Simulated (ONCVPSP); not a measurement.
# u(r) = r·R(r): atom against pseudo-atom (H (Z = 1))

Columns: radius, all-electron u(r) and pseudo u(r) of the 1s shell (level -6.53 eV) of hydrogen in the configuration 1s1; BLYP, scalar-relativistic, ONCV scheme, ONCVPSP 4.0.1.

```csv
r (bohr),all-electron,pseudo
0.057,0.1048,0.0806
0.115,0.1991,0.1614
0.172,0.2806,0.2384
0.230,0.3533,0.3130
0.288,0.4164,0.3825
0.345,0.4702,0.4448
0.402,0.5166,0.5004
0.460,0.5568,0.5498
0.518,0.5908,0.5919
0.575,0.6187,0.6265
0.632,0.6417,0.6547
0.690,0.6606,0.6770
0.747,0.6752,0.6929
0.805,0.6864,0.7032
0.862,0.6944,0.7084
0.920,0.6996,0.7094
0.977,0.7022,0.7077
1.035,0.7026,0.7047
1.092,0.7010,0.7013
1.150,0.6976,0.6976
1.208,0.6927,0.6927
1.265,0.6865,0.6865
1.322,0.6791,0.6791
1.380,0.6706,0.6706
1.438,0.6612,0.6612
1.495,0.6512,0.6512
```

Task: How many radial nodes do the two functions have?

Result: The all-electron 1s function has n − l − 1 = 0; the pseudo-wave has 0.

Task: At about which radius was the pseudo-wave matched?

Result: 1.15 bohr, where the columns begin to agree (steps of 0.06 bohr).

Task: Where does each function peak?

Result: Outermost all-electron maximum near 1.03 bohr, pseudo maximum near 0.92 bohr (to the table’s step).

Task: Is the pseudo-wave norm-conserving?

Result: Yes: the ONCV scheme keeps the norm inside the radius equal to the all-electron one, which fixes the energy derivative of the logarithmic derivative at the level.
